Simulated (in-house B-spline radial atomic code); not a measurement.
Configurations of Gd2+, with energies counted from [Xe] 4f7 5d1. All numbers are computed (scalar-relativistic (X2C) BHandHLYP, spin-polarised, spherical fractional occupations, exact exchange averaged over the configuration; Fermi nucleus of rms radius 5.1569 fm) with a B-spline radial code for spherical atoms, not measured. Shells without spins written out take the highest spin.

Occupations are held fixed; configurations that lie above the ionisation limit could autoionise.

| configuration | E - E(ref) (eV) | highest orbital | its <r> (bohr) |
| --- | --- | --- | --- |
| [Xe] 4f7 6d1 | 10.811 | 6d up | 5.72 |
| [Kr] 4d10 4f7 5s2 5p5 5d1 6s1 | 25.045 | 6s up | 3.26 |
| [Kr] 4d9 4f7 5s2 5p6 5d1 6s1 | 146.27 | 6s up | 3.229 |
| [Kr] 4d9 4f7 5s2 5p6 5d1 5f1 | 158.45 | 5f up | 5.437 |

Q: Order these further configurations by energy, lowest first.
A. [Kr] 4d10 4f7 5s2 5p5 5d1 5f1
B. [Xe] 4f7 6p1
C. [Xe] 4f6 5d1 6p1
D. [Kr] 4d9 4f7 5s2 5p6 5d2
E. [Kr] 4d9 4f8 5s2 5p6 5d1

A: B (5.3517 eV), C (16.938 eV), A (37.035 eV), E (140.7 eV), D (144.39 eV).
